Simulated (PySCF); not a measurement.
Au(Cl)4, SMILES [Cl][Au-]([Cl])([Cl])[Cl] (AuCl4 (anion, charge -1)), PBE0/def2-SVP optimised geometry.

```
5

Au     0.00     0.00     0.00
Cl     0.00     2.32     0.00
Cl     2.32     0.00     0.00
Cl     0.00    -2.32     0.00
Cl    -2.32     0.00     0.00
```

Density from PySCF 2.14.0 with PBE0/def2-TZVPD, def2 effective core potentials past Kr at that geometry. The core electrons that the potentials of Au replace are not part of the density.

Minimum of the electron density along straight lines between bonded atoms, close to the bond critical point (lines longer than 1.1 times the sum of covalent radii, or with two minima, are not listed):

| bond | length / Å | ρ at the minimum / e bohr⁻³ | ∇²ρ there / e bohr⁻⁵ | position (fraction from the first atom) |
|---|---|---|---|---|
| Au1–Cl2 | 2.321 | 0.102 | 0.16 | 0.50 |
| Au1–Cl3 | 2.321 | 0.102 | 0.16 | 0.50 |
| Au1–Cl4 | 2.321 | 0.102 | 0.16 | 0.50 |
| Au1–Cl5 | 2.321 | 0.102 | 0.16 | 0.50 |
